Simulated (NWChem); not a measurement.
System: C₂H₅FTe; SMILES CC[Te]F

Input file for NWChem:

```
start job
memory heap 200 mb stack 900 mb global 1100 mb
geometry units angstroms noautoz
  Te     0.223433    -0.589621    -0.075388
  F     -1.713297    -0.396681     0.088743
  C      0.457732     1.482726    -0.611423
  C     -0.193067     2.415440     0.389845
  H      0.035046     1.594398    -1.620115
  H      1.548381     1.629311    -0.687698
  H      0.294319     2.358031     1.374391
  H     -1.254101     2.157952     0.522015
  H     -0.136631     3.458206     0.036397
end
basis spherical
  * library def2-svp
end
ecp
  Te library def2-ecp
end
dft
  xc b3lyp
  iterations 150
  vectors input atomic output neutral.movecs
end
task dft energy
charge 1
dft
  odft
  mult 2
  vectors input atomic output cation.movecs
end
task dft energy
```

All runs use the structure optimised with PBE0/def2-SVP. Not confirmed as a minimum by frequencies. B3LYP is NWChem's, with the RPA form of VWN correlation. def2 effective core potentials on Te; no spin-orbit coupling.

Ions are spin-unrestricted doublets at the neutral geometry; other ion states weren't tried.

**Question.** Give the results of this calculation. (B3LYP/def2-SVP with def2 effective core potentials on Te, vertical spin-unrestricted ions.) Quantities: vertical ionisation energy, ΔSCF (eV); −ε(HOMO) (eV).

**Answer.** 
```json
{
  "vertical ionisation energy, ΔSCF (eV)": "8.34",
  "−ε(HOMO) (eV)": "5.77"
}
```
